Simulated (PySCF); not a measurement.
In(Vi)(OH)(OEt), C4H9InO2, SMILES [O]([In]([OH])[CH]=C)CC, GFN2-xTB optimised geometry.

```
16

In    -0.50    -0.62     0.00
C      1.70    -0.62     0.00
C      2.39     0.50    -0.07
H      2.15    -1.60     0.08
H      3.47     0.50    -0.06
H      1.90     1.46    -0.15
O     -1.58    -2.26     0.20
H     -2.52    -2.11     0.26
O     -1.52     1.13     0.00
C     -2.89     1.22    -0.26
C     -3.24     0.85    -1.70
H     -3.47     0.58     0.43
H     -3.17     2.26    -0.07
H     -2.96    -0.19    -1.89
H     -4.31     0.98    -1.87
H     -2.69     1.49    -2.39
```

Density from CAM-B3LYP/def2-TZVP, def2 effective core potentials past Kr (PySCF) at that geometry. The core electrons that the potentials of In replace are not part of the density.

Minimum of the electron density along straight lines between bonded atoms, close to the bond critical point (lines longer than 1.1 times the sum of covalent radii, or with two minima, are not listed):

| bond | length / Å | ρ at the minimum / e bohr⁻³ | ∇²ρ there / e bohr⁻⁵ | position (fraction from the first atom) |
|---|---|---|---|---|
| In1–C2 | 2.206 | 0.092 | 0.12 | 0.51 |
| C2–C3 | 1.314 | 0.366 | -1.16 | 0.50 |
| C2–H4 | 1.080 | 0.287 | -1.02 | 0.65 |
| C3–H5 | 1.084 | 0.285 | -1.02 | 0.65 |
| C3–H6 | 1.080 | 0.289 | -1.05 | 0.65 |
| In1–O7 | 1.972 | 0.117 | [?] | 0.52 |
| O7–H8 | 0.957 | 0.362 | [?] | 0.80 |
| In1–O9 | 2.022 | 0.105 | [?] | 0.52 |
| O9–C10 | 1.394 | 0.275 | -0.66 | 0.64 |
| C10–C11 | 1.527 | 0.252 | -0.65 | 0.50 |
| C10–H12 | 1.105 | 0.278 | -0.96 | 0.64 |
| C10–H13 | 1.100 | 0.282 | -1.00 | 0.65 |
| C11–H14 | 1.095 | 0.274 | -0.93 | 0.64 |
| C11–H15 | 1.088 | 0.279 | -0.96 | 0.64 |
| C11–H16 | 1.088 | 0.280 | -0.97 | 0.64 |

**Question.** Complete the blanks.

**Answer.** 
- In1–O7, ∇²ρ there / e bohr⁻⁵: 0.53
- O7–H8, ∇²ρ there / e bohr⁻⁵: -2.42
- In1–O9, ∇²ρ there / e bohr⁻⁵: 0.45
